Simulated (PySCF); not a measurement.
Changes within a family of molecules, several properties at once.

PySCF, CAM-B3LYP/def2-SVPD, density fitting, gas phase; each molecule at its own PBE0-D3(BJ)/def2-SVP geometry, one conformer. Singlet excitations by full TDDFT with frozen cores, triplets by Tamm–Dancoff TDDFT and ionisation energies by ΔSCF, from the lowest of the holes tried. 

Torsions of the conformers computed, which needn't be the lowest (atom-mapped SMILES):
- `[BH2:1][NH:2][SiH2:3][NH2:4]`: B1–N2–Si3–N4 -129°, H–N4–Si3–N2 -142°, H–N4–Si3–N2 68°
- `[CH3:1][CH2:2][CH2:3][NH:4][SiH2:5][NH2:6]`: C1–C2–C3–N4 -179°, C2–C3–N4–Si5 94°, C3–N4–Si5–N6 57°, H–N6–Si5–N4 60°, H–N6–Si5–N4 -150°
- `[CH3:1][CH:2]([CH3:3])[NH:4][SiH2:5][NH2:6]`: C1–C2–N4–Si5 70°, C2–N4–Si5–N6 -156°, H–N6–Si5–N4 -154°, H–N6–Si5–N4 60°
- `[NH2:1][SiH2:2][NH:3][CH2:4][C:5]([F:6])([F:7])[F:8]`: N1–Si2–N3–C4 -153°, Si2–N3–C4–C5 -86°, N3–C4–C5–F6 62°, H–N1–Si2–N3 -146°, H–N1–Si2–N3 60°
- `[NH2:1][SiH2:2][NH:3][c:4]1[cH:5][cH:6][cH:7][cH:8][cH:9]1`: N1–Si2–N3–C4 162°, Si2–N3–C4–C5 7°, H–N1–Si2–N3 -74°, H–N1–Si2–N3 139°
- `[CH3:1][C:2]([CH3:3])([CH3:4])[NH:5][SiH2:6][NH2:7]`: C1–C2–N5–Si6 -85°, C2–N5–Si6–N7 -173°, H–N7–Si6–N5 66°, H–N7–Si6–N5 -150°

Reference: `BN[SiH2]N`, with HOMO energy -9.12 eV, LUMO energy 0.97 eV, lowest singlet excitation 6.66 eV, lowest triplet excitation 6.14 eV, mean polarisability 58.5 au, dipole moment 2.34 D and vertical ionisation energy 10.06 eV.

Changes against it:

```
        molecule  Δ HOMO energy (eV)  Δ LUMO energy (eV)  Δ lowest singlet excitation (eV)  Δ lowest triplet excitation (eV)  Δ mean polarisability (au)  Δ dipole moment (D)  Δ vertical ionisation energy (eV)
   CC(C)N[SiH2]N               +1.08               +0.27                             -0.43                             -0.13                       +22.3                -1.57                              -1.37
N[SiH2]Nc1ccccc1               +2.04               -0.04                             -1.77                             -2.26                       +55.2                -0.13                              -2.41
CC(C)(C)N[SiH2]N               +1.11               +0.20                             -0.35                             -0.02                       +34.3                -1.75                              -1.46
```

Rows whose labels were lost:

| row | Δ HOMO energy (eV) | Δ LUMO energy (eV) | Δ lowest singlet excitation (eV) | Δ lowest triplet excitation (eV) | Δ mean polarisability (au) | Δ dipole moment (D) | Δ vertical ionisation energy (eV) |
| --- | --- | --- | --- | --- | --- | --- | --- |
| P | +0.34 | +0.04 | -0.04 | +0.13 | +11.4 | +0.63 | -0.52 |
| Q | +1.07 | +0.26 | -0.44 | -0.14 | +23.3 | -1.73 | -1.33 |

**Question.** Which row belongs to which of `CCCN[SiH2]N` and `N[SiH2]NCC(F)(F)F`?

**Answer.** P = `N[SiH2]NCC(F)(F)F` and Q = `CCCN[SiH2]N`. P and Q are told apart most clearly by the dipole moment (+0.63 against -1.73 D); Q comes close to the labelled row of `CC(C)N[SiH2]N` in every column.

**Question.** Which row has the smallest HOMO–LUMO gap and which the largest, and does the HOMO or the LUMO shift more there?

**Answer.** Smallest, counted from the reference: `N[SiH2]Nc1ccccc1`, -2.08 eV (HOMO +2.04, LUMO -0.04), the larger shift being that of the HOMO. Largest: P, -0.30 eV (HOMO +0.34, LUMO +0.04), the larger shift being that of the HOMO. The gap of the reference itself lies above all of them.
